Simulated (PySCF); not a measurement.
Se(OH)(NMe2) (C₂H₇NOSe), SMILES CN(C)[Se]O. The structure is a stationary point at PBE0-D3(BJ)/def2-SVP. The values are those of a single conformer.

Problem. Give the equilibrium geometry at PBE0-D3(BJ)/def2-SVP (PySCF confirms it by a frequency run) as Cartesian coordinates in Å. (Estimate from the structure and the level; the computed values follow.)

Solution. This is not unique; one that fits is 
```xyz
12

Se     0.6507     0.4641     0.3413
O     -0.4733     1.8427    -0.0774
H     -1.0536     1.9650     0.6848
N     -0.2103    -1.0131    -0.2113
C     -1.3355    -1.4933     0.5594
C     -0.3141    -1.2566    -1.6344
H     -2.2834    -0.9808     0.3004
H     -1.4786    -2.5718     0.3753
H     -1.1424    -1.3503     1.6313
H     -0.4525    -2.3363    -1.8156
H     -1.1645    -0.7200    -2.0973
H      0.6089    -0.9356    -2.1349
```
